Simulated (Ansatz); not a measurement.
Wavefunction ladder for C₄H₈BF (`C=CCB(C)F`)

```xyz
14

C     2.048    0.929    0.014
C     1.430   -0.165    0.441
C     0.057   -0.205    1.040
B    -0.896   -0.816   -0.057
C    -1.846    0.022   -0.965
F    -0.847   -2.141   -0.224
H     3.031    0.881   -0.439
H     1.596    1.912    0.112
H     1.922   -1.128    0.319
H    -0.257    0.801    1.328
H     0.058   -0.844    1.930
H    -2.712    0.338   -0.369
H    -1.362    0.944   -1.301
H    -2.219   -0.528   -1.830
```

Charge 0, multiplicity 1. Geometry: relaxed with PBE0-D4/def2-TZVP. It is one conformer, not always the lowest. Frozen core, restricted reference, the Gaussian-basis code of Ansatz. CBS rows extrapolate triple and quadruple zeta; past MP2 they add the triple-zeta difference.

| basis | HF (Eh) | MP2 corr. | CCSD corr. | (T) | CCSD(T) total |
| --- | --- | --- | --- | --- | --- |
| def2-SVP | ? | -0.81581 | ? | -0.02566 | ? |
| def2-TZVPP | ? | -1.01665 | -1.06467 | -0.04152 | ? |
| def2-QZVPP | -280.43378 | -1.08951 | – | – | – |
| CBS(def2) | -280.43551 | ? | -1.19150 | as TZ | ? |

Task: Fill in the withheld values. (An estimate is asked.)

Result: The calculation gave: def2-SVP HF (Eh): -280.09811; def2-SVP CCSD corr.: -0.87590; def2-SVP CCSD(T) total: -280.99967; def2-TZVPP HF (Eh): -280.42117; def2-TZVPP CCSD(T) total: -281.52736; CBS(def2) MP2 corr.: -1.14348; CBS(def2) CCSD(T) total: -281.66853.
